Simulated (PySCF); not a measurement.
diethyl ether (C4H10O), singlet, geometry from GFN2-xTB; SCAN/6-31G (PySCF).

The PySCF input:
```python
from pyscf import gto, scf, dft

mol = gto.M(
    atom='''
C     2.31099308    0.42947687   -0.10128155
C     0.80676931    0.65277486   -0.11329295
O     0.18012005   -0.51769505    0.36600134
C    -1.20070496   -0.39678232    0.60942448
C    -2.05442706   -0.30045813   -0.65468708
H     2.64565363    0.21459523    0.90971363
H     2.56088994   -0.41747000   -0.73389738
H     2.82210012    1.31514652   -0.46862766
H     0.54182713    1.50676941    0.53119730
H     0.47267038    0.88141791   -1.13611301
H    -1.39403805    0.47580067    1.25400926
H    -1.46353949   -1.30328974    1.16144758
H    -3.10574212   -0.36144243   -0.38710070
H    -1.81234563   -1.12013823   -1.32655824
H    -1.88421869    0.64010331   -1.17305903
''',
    basis='6-31g',
    verbose=4,
)

mf = dft.RKS(mol)
mf.xc = 'scan'
mf.grids.atom_grid = (75, 302)
mf.kernel()
mf.analyze()
```

Predict the main parts of the log of this PySCF run.


```
PySCF version 2.14.0

[INPUT] verbose = 4
[INPUT] num. atoms = 15
[INPUT] num. electrons = 42
[INPUT] charge = 0
[INPUT] spin (= nelec alpha-beta = 2S) = 0
[INPUT] symmetry False subgroup None
[INPUT] Mole.unit = angstrom
[INPUT] Symbol           X                Y                Z      unit          X                Y                Z       unit  Magmom
[...]
nuclear repulsion = 191.929776568413
number of shells = 45
number of NR pGTOs = 150
number of NR cGTOs = 65
basis = 6-31g
ecp = {}

******** <class 'pyscf.dft.rks.RKS'> ********
method = RKS
initial guess = minao
damping factor = 0
level_shift factor = 0
DIIS = <class 'pyscf.scf.diis.CDIIS'>
diis_start_cycle = 1
diis_space = 8
diis_damp = 0
SCF conv_tol = 1e-09
SCF conv_tol_grad = None
SCF max_cycles = 50
direct_scf = True
direct_scf_tol = 1e-13
XC library pyscf.dft.libxc version 7.1.2
    S. Lehtola, C. Steigemann, M. J. T. Oliveira, and M. A. L. Marques,  SoftwareX 7, 1–5 (2018)
XC functionals = scan
    J. Sun, A. Ruzsinszky, and J. P. Perdew,  Phys. Rev. Lett. 115, 036402 (2015)
    J. Sun, A. Ruzsinszky, and J. P. Perdew,  Phys. Rev. Lett. 115, 036402 (2015)
radial grids:
    Treutler-Ahlrichs [JCP 102, 346 (1995); DOI:10.1063/1.469408] (M4) radial grids

becke partition: Becke, JCP 88, 2547 (1988); DOI:10.1063/1.454033
pruning grids: <function nwchem_prune>
grids dens level: 3
symmetrized grids: False
atomic radii adjust function: <function treutler_atomic_radii_adjust>
User specified grid scheme (75, 302)
small_rho_cutoff = 0
Set gradient conv threshold to 3.16228e-05
Initial guess from minao.
tot grids = 218936
init E= -233.637039409281
[...]
cycle= 1 E= -233.373863972071  delta_E= 0.263  |g|= 0.664  |ddm|= 3.22
[...]
cycle= 2 E= -233.20479072833  delta_E= 0.169  |g|= 1.12  |ddm|= 2.28
[...]
cycle= 3 E= -233.470440546719  delta_E= -0.266  |g|= 0.135  |ddm|= 1.67
[...]
cycle= 4 E= -233.47446831403  delta_E= -0.00403  |g|= 0.0303  |ddm|= 0.158
[...]
cycle= 5 E= -233.474690771834  delta_E= -0.000222  |g|= 0.00311  |ddm|= 0.0301
[...]
cycle= 6 E= -233.474693714686  delta_E= -2.94e-06  |g|= 0.00092  |ddm|= 0.00658
[...]
cycle= 7 E= -233.47469391063  delta_E= -1.96e-07  |g|= 0.00037  |ddm|= 0.00126
[...]
cycle= 8 E= -233.4746939462  delta_E= -3.56e-08  |g|= 4.64e-05  |ddm|= 0.000425
[...]
cycle= 9 E= -233.474693946817  delta_E= -6.17e-10  |g|= 1.52e-05  |ddm|= 8.19e-05
[...]
Extra cycle  E= -233.474693946774  delta_E= 4.32e-11  |g|= 1.99e-05  |ddm|= 3.59e-05
converged SCF energy = -233.474693946774
**** SCF Summaries ****
Total Energy =                        -233.474693946773783
Nuclear Repulsion Energy =             191.929776568412848
One-electron Energy =                 -695.284027119901566
Two-electron Energy =                  269.879556604714935
Two-electron Coulomb Energy =          303.835724078664157
DFT Exchange-Correlation Energy =      -33.956167473949193
HOMO-LUMO gap [eV] =                     7.945062999306040
**** MO energy ****
[...]
 ** Mulliken pop on meta-lowdin orthogonal AOs  **
 ** Mulliken pop  **
 ** Mulliken atomic charges  **
charge of    0C =     -0.32674
charge of    1C =      0.00547
charge of    2O =     -0.40237
charge of    3C =      0.00299
charge of    4C =     -0.34608
charge of    5H =      0.11762
charge of    6H =      0.11882
charge of    7H =      0.11225
charge of    8H =      0.08425
charge of    9H =      0.08883
charge of   10H =      0.08499
charge of   11H =      0.11904
charge of   12H =      0.11568
charge of   13H =      0.11709
charge of   14H =      0.10816
Dipole moment(X, Y, Z, Debye): -0.73472,  1.18207, -0.32064
```
